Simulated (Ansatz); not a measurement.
`NC#C[SiH2][SiH3]` + H–F → `F[SiH2][SiH3]` + `C#CN` at 298.15 K and 1 bar (ligand exchange at the Si–C bond).

Isolated molecules relaxed with PBE0-D4/def2-TZVP in Ansatz; ΔE leaves out vibrations. CCSD(T)/CBS adds triple-zeta CCSD(T) − MP2 to the extrapolated MP2 energy (def2 sets, frozen cores). This one scheme is used for every species. One conformer a species, not always the lowest.

| species | CCSD(T)/CBS energy (Eh) | H − E (kJ/mol) | S (J/(mol·K)) |
| --- | --- | --- | --- |
| `NC#C[SiH2][SiH3]` | -713.10657 | 230.5 | 384.2 |
| H–F | -100.39570 | 33.5 | 173.6 |
| `F[SiH2][SiH3]` | -681.00067 | 133.6 | 311.5 |
| `C#CN` | -132.52893 | 129.7 | 253.5 |

H − E and S are ideal-gas, rigid-rotor, harmonic terms from PBE0-D4/def2-TZVP, for one conformer and one mirror image of each species. 1 Eh = 2625.50 kJ/mol, R = 8.31446 J/(mol·K).

Task: By hand: ΔE, ΔH, ΔS and ΔG.

Result: ΔE = (-681.00067) + (-132.52893) − (-713.10657) − (-100.39570) = -0.02733 Eh = -71.8 kJ/mol. Δ(H − E) = 133.6 + 129.7 − 230.5 − 33.5 = -0.7, so ΔH = -72.5 kJ/mol. ΔS = 311.5 + 253.5 − 384.2 − 173.6 = 7.2 J/(mol·K). ΔG = -72.5 − 298.15 × (7.2)/1000 = -74.6 kJ/mol.

Task: By hand: the equilibrium constant, and the temperature at which ΔG would vanish if ΔH and ΔS stayed fixed.

Result: log₁₀ K = −ΔG/(RT ln 10) = 13.1. ΔH and −TΔS have one sign here, so there is no such temperature.

The number of gas molecules stays the same, so ΔS is small and ΔH decides. A doubt of 5 kJ/mol in ΔE shifts log₁₀ K by 0.9 here. Other conformers and mirror images would add mixing entropy, several J/(mol·K) or more a flexible species. These are equilibria of isolated gas molecules and say nothing of rates. Largest T1 diagnostic: 0.013 (customary marks: 0.02 for closed shells, 0.045 for open ones).

ΔS is within the doubt of such terms, so its sign, and with it that verdict, could turn.
